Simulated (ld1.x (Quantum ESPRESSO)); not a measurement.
## An all-electron radial function and its pseudo partner (Li)

Columns: radius, all-electron u(r) and pseudo u(r) of the 2s shell (level -2.87 eV) of lithium in the configuration [He] 2s1 2p0; PBE, non-relativistic, TM scheme, ld1.x (Quantum ESPRESSO) 7.5.

| r (bohr) | all-electron | pseudo |
| --- | --- | --- |
| 0.210 | 0.1781 | -0.0284 |
| 0.420 | 0.1710 | -0.0584 |
| 0.630 | 0.0947 | -0.0917 |
| 0.840 | -0.0028 | -0.1298 |
| 1.050 | -0.1008 | -0.1740 |
| 1.260 | -0.1905 | -0.2244 |
| 1.470 | -0.2684 | -0.2794 |
| 1.680 | -0.3334 | -0.3353 |
| 1.890 | -0.3871 | -0.3873 |
| 2.100 | -0.4314 | -0.4314 |
| 2.310 | -0.4658 | -0.4658 |
| 2.520 | -0.4910 | -0.4910 |
| 2.730 | -0.5076 | -0.5076 |
| 2.940 | -0.5168 | -0.5168 |
| 3.150 | -0.5193 | -0.5193 |
| 3.360 | -0.5162 | -0.5162 |
| 3.570 | -0.5082 | -0.5082 |
| 3.780 | -0.4962 | -0.4962 |
| 3.990 | -0.4810 | -0.4810 |
| 4.200 | -0.4634 | -0.4634 |
| 4.410 | -0.4440 | -0.4440 |
| 4.620 | -0.4233 | -0.4233 |
| 4.830 | -0.4020 | -0.4020 |
| 5.040 | -0.3803 | -0.3803 |
| 5.250 | -0.3587 | -0.3587 |
| 5.460 | -0.3374 | -0.3374 |

**Question.** How many radial nodes do the two functions have?

**Answer.** The all-electron 2s function has n − l − 1 = 1; the pseudo-wave has 0, since the states of the same l below it are removed with the core.

**Question.** At about which radius was the pseudo-wave matched?

**Answer.** 2.25 bohr. The columns agree to 0.0005 from 1.89 bohr on; several derivatives are matched, so the curves merge somewhat inside the radius.

**Question.** Where does each function peak?

**Answer.** Outermost all-electron maximum near 3.15 bohr, pseudo maximum near 3.15 bohr (to the table’s step).

**Question.** Is the pseudo-wave norm-conserving?

**Answer.** Yes: the TM scheme keeps the norm inside the radius equal to the all-electron one, which fixes the energy derivative of the logarithmic derivative at the level.
